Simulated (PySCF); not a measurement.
C₃H₈O₂Si, singlet, at a GFN2-xTB geometry; SVWN5/6-31G, polarisability run with PySCF.

Here is a job for PySCF.
```python
from pyscf import gto, scf, dft
from pyscf.prop import polarizability

mol = gto.Mole()
mol.atom = '''
    C     2.46446796   -0.37070090    0.27088443
    C     1.29792280   -0.85913292   -0.12027879
    Si   -0.35257282    0.06719558   -0.07171599
    C    -1.61609378   -0.90307529    0.95779349
    O    -0.99328919    0.22623412   -1.55844503
    O    -0.12944015    1.60190803    0.46270682
    H     2.55825874    0.63325585    0.65484030
    H     3.38213526   -0.93783503    0.22226374
    H     1.27817278   -1.87350490   -0.49958732
    H    -2.52158598   -0.32336539    1.10856747
    H    -1.22314559   -1.16871550    1.93495670
    H    -1.89753301   -1.82242479    0.45677333
    H    -0.74077432    0.97019883   -2.09919910
    H     0.20454426    1.75397044    1.34091953
'''
mol.basis = '6-31g'
mol.verbose = 3
mol.build()

mf = dft.RKS(mol)
mf.xc = 'lda,vwn'
mf.kernel()
alpha = mf.Polarizability().polarizability()[2, 2]
print('alpha_zz =', alpha)
```

Question: What does PySCF print? Leave out banner, timings and long lists.

Answer: 
```
site-packages/pyscf/prop/efg/rhf.py:45: UserWarning: Module EFG is under testing
  warnings.warn('Module EFG is under testing')
site-packages/pyscf/prop/efg/dhf.py:30: UserWarning: Module EFG is under testing
  warnings.warn('Module EFG is under testing')
site-packages/pyscf/prop/zfs/uhf.py:40: UserWarning: Module ZFS is under testing
  warnings.warn('Module ZFS is under testing')
site-packages/pyscf/prop/gtensor/uhf.py:43: UserWarning: Module g-tensor is under testing
  warnings.warn('Module g-tensor is under testing')
site-packages/pyscf/prop/gtensor/uks.py:41: UserWarning: Module g-tensor is under testing
  warnings.warn('Module g-tensor is under testing')
site-packages/pyscf/prop/hfc/uks.py:35: UserWarning: Module HFC is under testing
  warnings.warn('Module HFC is under testing')
site-packages/pyscf/prop/magnetizability/rhf.py:39: UserWarning: Module magnetizability is under testing
  warnings.warn('Module magnetizability is under testing')
site-packages/pyscf/prop/magnetizability/uhf.py:37: UserWarning: Module magnetizability is under testing
  warnings.warn('Module magnetizability is under testing')
site-packages/pyscf/prop/magnetizability/rks.py:37: UserWarning: Module magnetizability is under testing
  warnings.warn('Module magnetizability is under testing')
site-packages/pyscf/prop/magnetizability/uks.py:39: UserWarning: Module magnetizability is under testing
  warnings.warn('Module magnetizability is under testing')
site-packages/pyscf/prop/polarizability/uhf.py:34: UserWarning: Module polarizability is under testing
  warnings.warn('Module polarizability is under testing')
site-packages/pyscf/prop/polarizability/rks.py:29: UserWarning: Module polarizability is under testing
  warnings.warn('Module polarizability is under testing')
site-packages/pyscf/prop/polarizability/uks.py:29: UserWarning: Module polarizability is under testing
  warnings.warn('Module polarizability is under testing')
converged SCF energy = -555.639299254289
alpha_zz = 46.11761288098778
```
